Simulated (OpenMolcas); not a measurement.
Mn3+ (d4) among equal point charges was computed by CASSCF with the d shell active (OpenMolcas, ANO-RCC-VDZP on the metal). Its lowest spin-free states, and all those of the highest spin:

```csv
2S+1,Degeneracy,E (cm-1)
5,2,0.0
5,2,2258
5,1,3369
3,1,23151
3,2,23449
3,2,24102
3,1,24527
3,2,25033
3,1,25073
3,2,25391
3,1,26409
3,2,27430
```

Is the site octahedral, tetrahedral or cube-like, axial, or of lower symmetry?

The states with 2S+1 = 5 have orbital degeneracies 2, 2, 1. There are pairs but no triples, so the site is axial: not cubic, but with a proper or improper axis of order three or more. The run had Mn3+ among 6 point charges of -1 e arranged as a trigonal antiprism (D3d), 2.06 Å from the ion, with a polar angle of 61.9° against the regular 54.74°.

An orbital doublet at a regular site is open to a Jahn-Teller distortion, which this geometry leaves out. Without dynamic correlation the repulsion within the d shell is too large (B by tens of per cent), so at a given field states of lower spin stand too high. The ground term spreads over less than 5000 cm-1, several times less than with real ligands, so orbital moments are less quenched and χT lies further from the spin-only value than at real sites. This is an electrostatic model: the charges have no orbitals. No measured value stands beside these numbers.
